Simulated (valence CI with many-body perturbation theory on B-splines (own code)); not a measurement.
Values are calculated unless marked as measured or tabulated.
From CI to CI+MBPT in W53+

Level of theory: configuration interaction combined with many-body perturbation theory (CI+MBPT): three valence electrons over a frozen Dirac-Fock core [Ar], radial functions for each j: 9 s, 9 p, 10 d, 8 f, 5 g, 3 h, 1 i, with the one-electron correlation potential Σ1, the two-electron term Σ2, the three-electron term Σ3, Breit, model QED; selected CI, second order for the rest (own B-spline code, finite nucleus).

The last digits are not significant, and no measured levels were compared; by estimate large intervals hold to a few tenths of a per cent, small ones and those within an open d or f shell to about a per cent. The list stops below the first excitations out of the core. Only levels of the ground parity were solved; by the run's estimate the other parity begins above the list, which can be wrong where configurations are misplaced.

Each rung adds one term. CI alone is the Dirac-Coulomb CI over the frozen core; QED comes last and gives the full result, which names the levels. Energies are above (3d3/2^3) J=3/2 on the same rung, in cm⁻¹.

Levels are named by their leading jj configuration (3d3/2^4 stands for four electrons in 3d with j = 3/2), which in mixed levels can hold well under half, so a name can repeat and another be missing. Letters in brackets count levels of one name in rising energy.

```
                    Level  CI alone     Σ1     Σ2     Σ3   Breit    QED     Full
(3d3/2^2 3d5/2) J=5/2 [a]    536805  +2127  +3992   +147  -15443  +1602   529230
    (3d3/2^2 3d5/2) J=3/2    587536  +2122   +613  +1164  -12868  +1579   580147
    (3d3/2^2 3d5/2) J=9/2    629560  +2164  +4009   -118  -27723  +1599   609491
    (3d3/2^2 3d5/2) J=7/2    627876  +2199  +2533     +2  -23764  +1628   610474
    (3d3/2^2 3d5/2) J=1/2    634690  +2156  -1625  +1482  -14927  +1591   623368
(3d3/2^2 3d5/2) J=5/2 [b]    826221  +2325  -3809   +443  -14682  +1667   812165
(3d3/2 3d5/2^2) J=7/2 [a]   1147300  +4260  +6067   +170  -32284  +3188  1128700
    (3d3/2 3d5/2^2) J=9/2   1191150  +4313  +6422   +332  -39695  +3216  1165740
(3d3/2 3d5/2^2) J=3/2 [a]   1225450  +4309  +1555   -164  -26137  +3198  1208210
    (3d3/2 3d5/2^2) J=1/2   1251290  +4330   -232  +1718  -28373  +3207  1231940
   (3d3/2 3d5/2^2) J=11/2   1274400  +4344  +6237   +368  -46209  +3210  1242350
(3d3/2 3d5/2^2) J=5/2 [a]   1265920  +4276     -5    -51  -28562  +3157  1244730
(3d3/2 3d5/2^2) J=5/2 [b]   1340640  +4408   -995   -163  -31581  +3237  1315540
(3d3/2 3d5/2^2) J=7/2 [b]   1347630  +4354   -573   +656  -36104  +3191  1319150
(3d3/2 3d5/2^2) J=3/2 [b]   1503010  +4510  -4786   +584  -24791  +3258  1481780
          (3d5/2^3) J=9/2   1796770  +6454  +7525   -111  -50602  +4812  1764850
```

The middle columns are the shifts that each term adds.

**Question.** How does the ionisation energy move along the ladder, and which term matters most?

**Answer.** CI alone 5052.3, + Σ1 5054.9, + Σ2 5061.0, + Σ3 5061.1, + Breit 5056.3, + QED 5056.6 eV. The largest step is Σ2, 6.1 eV. NIST lists 5063 ± 4 eV (semi-empirical).
